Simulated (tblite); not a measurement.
A geometry optimisation, step by step.

Species: C₅H₄NSSe (charge -1).
Atom-mapped SMILES: `[H]/[N:1]=[CH:2]\[c:3]1[cH:4][cH:5][c:6]([S-:7])[se:8]1` (hydrogens: H9 on N1; H10 on C2; H11 on C4; H12 on C5)
Bond orders are those of one Lewis drawing.

Computed with GFN2-xTB (tblite), gas phase: L-BFGS steps from a force-field or distance-geometry start until the largest atomic force falls under 0.01 eV/Å. 7 of its 61 geometries are shown.

Step 0: E = -605.1665 eV, largest atomic force 4.254 eV/Å
```
atom  x, y, z in Å  |  force x, y, z in eV/Å
N1     -2.725    0.967   -0.363   -0.469  -0.094   0.103
C2     -2.099    0.032    0.243    1.912   1.811  -0.698
C3     -0.605    0.063    0.268   -0.680   0.400   0.944
C4      0.215   -0.792   -0.382   -3.451  -1.921  -0.853
C5      1.540   -0.659   -0.277    4.081  -0.854  -0.845
C6      2.071    0.357    0.443    2.430   1.317   0.937
S7      3.853    0.702    0.670   -3.339  -0.499  -0.296
Se8     0.504    1.407    1.226    0.206  -1.050  -0.930
H9     -2.156    1.729   -0.831   -0.313  -1.254   0.881
H10    -2.592   -0.793    0.764   -0.162   0.370  -0.458
H11    -0.242   -1.640   -0.979    0.483   0.928   0.607
H12     2.236   -1.373   -0.808   -0.698   0.847   0.607
```

Step 10: E = -606.0336 eV, largest atomic force 0.302 eV/Å
```
atom  x, y, z in Å  |  force x, y, z in eV/Å
N1     -2.739    0.988   -0.313   -0.093   0.081   0.039
C2     -2.008    0.108    0.238    0.042  -0.016  -0.068
C3     -0.561    0.055    0.300   -0.063  -0.106  -0.103
C4      0.201   -0.886   -0.347    0.011  -0.026  -0.094
C5      1.589   -0.717   -0.305    0.032  -0.022   0.009
C6      2.059    0.353    0.426    0.020  -0.077  -0.056
S7      3.641    0.764    0.720    0.225   0.079   0.027
Se8     0.556    1.371    1.125   -0.240  -0.073  -0.169
H9     -2.205    1.738   -0.759    0.037   0.030   0.226
H10    -2.552   -0.747    0.661    0.102   0.063  -0.131
H11    -0.264   -1.659   -0.954    0.055   0.015   0.212
H12     2.286   -1.369   -0.818   -0.128   0.049   0.108
```

Step 20: E = -606.3032 eV, largest atomic force 0.576 eV/Å
```
atom  x, y, z in Å  |  force x, y, z in eV/Å
N1     -2.759    1.149   -0.037   -0.021   0.116   0.101
C2     -2.014    0.119    0.046    0.391  -0.411   0.100
C3     -0.582    0.044    0.020   -0.189  -0.088   0.363
C4      0.251   -1.010   -0.317   -0.402   0.013  -0.221
C5      1.618   -0.777   -0.262   -0.071  -0.223   0.128
C6      2.012    0.399    0.357    0.042   0.030  -0.285
S7      3.546    0.884    0.739    0.388   0.059   0.024
Se8     0.470    1.500    0.707   -0.154  -0.106  -0.205
H9     -2.192    1.999   -0.127   -0.060   0.075   0.002
H10    -2.539   -0.835    0.182    0.062   0.060  -0.299
H11    -0.127   -1.969   -0.672   -0.092   0.307  -0.023
H12     2.316   -1.503   -0.662    0.106   0.168   0.316
```

Step 30: E = -606.4628 eV, largest atomic force 0.267 eV/Å
```
atom  x, y, z in Å  |  force x, y, z in eV/Å
N1     -2.758    1.133    0.116   -0.012   0.008  -0.001
C2     -2.007    0.110   -0.045    0.109   0.060  -0.020
C3     -0.589    0.035   -0.002   -0.009   0.206  -0.029
C4      0.245   -1.032   -0.290   -0.110   0.092  -0.149
C5      1.611   -0.803   -0.195   -0.110  -0.055   0.209
C6      2.018    0.443    0.256   -0.036   0.053   0.008
S7      3.573    0.904    0.625   -0.033   0.067  -0.084
Se8     0.466    1.587    0.450   -0.004  -0.266   0.023
H9     -2.197    1.973    0.288   -0.028   0.099   0.054
H10    -2.547   -0.813   -0.246    0.109  -0.181  -0.037
H11    -0.171   -1.981   -0.612    0.085   0.066   0.084
H12     2.357   -1.557   -0.372    0.039  -0.149  -0.058
```

Step 40: E = -606.4941 eV, largest atomic force 0.074 eV/Å
```
atom  x, y, z in Å  |  force x, y, z in eV/Å
N1     -2.774    1.108    0.162   -0.012   0.007  -0.017
C2     -1.992    0.129   -0.097   -0.015  -0.019  -0.004
C3     -0.578    0.079   -0.052   -0.011  -0.020   0.005
C4      0.234   -1.016   -0.292    0.036   0.014   0.023
C5      1.599   -0.829   -0.131    0.020   0.015  -0.002
C6      2.022    0.437    0.250   -0.002   0.008  -0.008
S7      3.582    0.945    0.526    0.005  -0.022  -0.013
Se8     0.483    1.594    0.429    0.035  -0.047   0.013
H9     -2.236    1.941    0.426   -0.053   0.051   0.010
H10    -2.481   -0.803   -0.384   -0.004  -0.016  -0.013
H11    -0.184   -1.971   -0.582   -0.008   0.029   0.014
H12     2.324   -1.615   -0.280    0.009   0.000  -0.007
```

Step 50: E = -606.4973 eV, largest atomic force 0.035 eV/Å
```
atom  x, y, z in Å  |  force x, y, z in eV/Å
N1     -2.790    1.103    0.139    0.008   0.012  -0.010
C2     -1.990    0.131   -0.091   -0.001   0.000  -0.002
C3     -0.575    0.084   -0.029   -0.004  -0.026   0.002
C4      0.237   -1.009   -0.284    0.002  -0.012   0.013
C5      1.604   -0.831   -0.134    0.003   0.007  -0.004
C6      2.034    0.431    0.254   -0.009   0.012   0.007
S7      3.598    0.932    0.508    0.006  -0.010  -0.003
Se8     0.496    1.585    0.470    0.013   0.006  -0.001
H9     -2.283    1.956    0.399    0.000  -0.014   0.005
H10    -2.469   -0.808   -0.376    0.012  -0.007  -0.008
H11    -0.189   -1.958   -0.585   -0.001   0.014   0.011
H12     2.328   -1.616   -0.298   -0.029   0.016  -0.010
```

Step 60: E = -606.4977 eV, largest atomic force 0.008 eV/Å
```
atom  x, y, z in Å  |  force x, y, z in eV/Å
N1     -2.792    1.101    0.131   -0.002   0.008  -0.002
C2     -1.989    0.131   -0.094    0.001   0.004   0.002
C3     -0.574    0.084   -0.018    0.000  -0.005  -0.002
C4      0.235   -1.008   -0.276   -0.003  -0.005  -0.005
C5      1.603   -0.829   -0.133    0.002  -0.003  -0.007
C6      2.035    0.432    0.253    0.000  -0.001   0.005
S7      3.602    0.928    0.503    0.005   0.004  -0.002
Se8     0.499    1.586    0.476   -0.001   0.000   0.004
H9     -2.288    1.953    0.402    0.000  -0.006   0.000
H10    -2.461   -0.808   -0.388   -0.005  -0.001  -0.002
H11    -0.192   -1.956   -0.575    0.002   0.002   0.007
H12     2.323   -1.613   -0.308    0.000   0.003   0.002
```

**Question.** Summarise the path.

**Answer.** The energy falls by 128.44 kJ/mol from step 0 to step 60; nine tenths of that is first reached at step 24. It rises by more than 0.2 meV at step 21. The largest force goes from 4.254 to 0.008 eV/Å. Among the bonds C6–S7 changes most, from 1.829 to 1.663 Å; the atoms move by 0.638 Å rms after alignment.

**Question.** Follow the three bonds and two angles with the largest change from start to end.

**Answer.** 
```csv
step,E above end (kJ/mol),largest force (eV/Å),C6–S7 (Å),C6–Se8 (Å),C2–C3 (Å),N1–C2–C3 (°),N1–C2–H10 (°)
0,128.44,4.254,1.829,2.042,1.495,118.8,123.8
3,55.98,1.065,1.643,2.035,1.457,125.8,117.5
5,50.48,0.414,1.665,1.993,1.457,127.8,115.0
8,46.59,0.342,1.671,1.945,1.446,128.4,114.0
10,44.78,0.302,1.661,1.946,1.450,128.3,114.9
13,41.45,0.380,1.663,1.964,1.444,129.4,116.0
16,35.50,0.580,1.678,1.952,1.426,130.4,116.1
18,27.37,0.833,1.673,1.928,1.427,129.8,116.2
21,18.82,1.086,1.655,1.937,1.427,128.0,116.3
23,13.43,0.403,1.659,1.936,1.423,128.3,115.1
26,6.45,0.274,1.665,1.920,1.419,129.0,115.4
29,4.10,0.267,1.662,1.931,1.422,128.9,114.6
31,2.72,0.227,1.664,1.940,1.419,128.4,114.4
34,1.25,0.200,1.664,1.927,1.417,128.3,115.6
37,0.62,0.099,1.662,1.928,1.418,128.8,115.9
39,0.40,0.097,1.663,1.934,1.416,129.1,115.7
42,0.28,0.077,1.663,1.931,1.416,129.2,115.6
44,0.19,0.085,1.663,1.929,1.416,129.4,115.5
47,0.08,0.041,1.663,1.934,1.418,129.8,115.2
50,0.04,0.035,1.663,1.934,1.418,129.9,115.2
52,0.02,0.020,1.663,1.933,1.417,130.0,115.3
55,0.01,0.014,1.663,1.934,1.417,130.0,115.3
57,0.01,0.013,1.663,1.934,1.417,130.0,115.3
60,0.00,0.008,1.663,1.934,1.417,130.0,115.3
```

The cost below is that of the whole relaxation. Hardware: an Arm Neoverse V1 with one thread, shared host with 32 logical CPUs at a one-minute load of 24. Cost: 0.41 s of wall time.
